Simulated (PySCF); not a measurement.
Si(F)2(OH)(SeH) (F2H2OSeSi), SMILES O[Si](F)(F)[SeH]. Atoms are numbered in the order given.

```xyz
7

O     -1.0267     1.5822     0.9843
Si    -0.7429     0.0834     0.3897
F     -1.8471    -0.3505    -0.7011
F     -0.9048    -0.9009     1.6487
Se     1.2422    -0.1545    -0.6698
H     -0.8321     2.3340     0.4121
H      1.9781     0.3577     0.5037
```
Charge 0, spin multiplicity 1.

The structure is a stationary point at B3LYP-D3(BJ)/def2-SVP. The structure was generated by enumeration, and PubChem lists no compound with its InChIKey, so it may never have been made. The values are those of a single conformer.

Level of theory: B3LYP/pcSseg-1 run with PySCF.

GIAO shieldings, no solvent; atoms listed in one row are averaged. δ = σ(ref) − σ: ¹⁷O against H2O (σ = 333.8 ppm); ²⁹Si against TMS (σ = 338.7 ppm); ¹⁹F against CFCl3 (σ = 161.7 ppm); ⁷⁷Se against Me2Se (σ = 1647.9 ppm); ¹H against TMS (σ = 31.68 ppm), references at their B3LYP-D3(BJ)/def2-TZVP geometries, non-relativistic.

```tsv
nucleus	atoms	count	δ (ppm)
¹⁷O	O1	1	91.1
²⁹Si	Si2	1	-37.9
¹⁹F	F3	1	-126.8
¹⁹F	F4	1	-136.8
⁷⁷Se	Se5	1	-439.0
¹H	H6	1	2.86
¹H	H7	1	0.99
```
